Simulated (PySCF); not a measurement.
C₂H₅N, charge -1, doublet, at a GFN2-xTB geometry (a state made from the parent by changing its charge; the spin is typed, not shown lowest) (in this run its highest filled SCF level lies above zero, so its values depend strongly on the basis, on diffuse functions most of all), with bond 6-1 at 1.3 times its length. Base run: CAMB3LYP/def2-SVP (PySCF).

Here is a job for PySCF.
```python
from pyscf import gto, scf, dft

mol = gto.M(
    atom='''
C     1.06928149   -0.35955971    0.02087445
N    -0.05456767    0.36781163    0.45848150
C    -1.15607006    0.24273579   -0.36293770
H     1.58101274    0.06926463   -0.88808148
H     1.83344785   -0.37771953    0.81756318
H     0.80036275   -1.75353757   -0.34159399
H    -1.28456639   -0.70105407   -0.94261144
H    -2.08960997    0.56762135    0.11408616
''',
    basis='def2-svp',
    charge=-1,
    spin=1,
    verbose=4,
)

mf = dft.UKS(mol)
mf.xc = 'camb3lyp'
mf.kernel()
mf.analyze()
```

Variants of this job, named by their change:

```csv
change,ΔE vs base (mEh),SCF cycles,<S^2>,outcome
base,0.000,13,0.755,converged
DIIS = EDIIS,-,50,-,not converged
damp = 0.5; diis_start_cycle = 5,0.000,14,0.755,converged
conv_tol = 1e-11,0.000,16,0.755,converged
init_guess = sap,0.000,14,0.755,converged
conv_tol = 1e-4,0.004,6,0.754,converged
conv_tol_grad = 1e-3,0.000,13,0.755,converged
conv_tol_grad = 1e-7,0.000,18,0.755,converged
diis_space = 12,0.000,13,0.755,converged
init_guess = vsap,0.000,15,0.755,converged
conv_tol = 1e-7,0.000,10,0.755,converged
init_guess = 1e,0.000,18,0.755,converged
diis = off; damp = 0.6 (with mf.diis_start_cycle = 200; with mf.max_cycle = 150),0.000,36,0.755,converged
```

Open shells are given as the SCF converged; they aren't shown to be the lowest states, and a large step between rows can be another state.
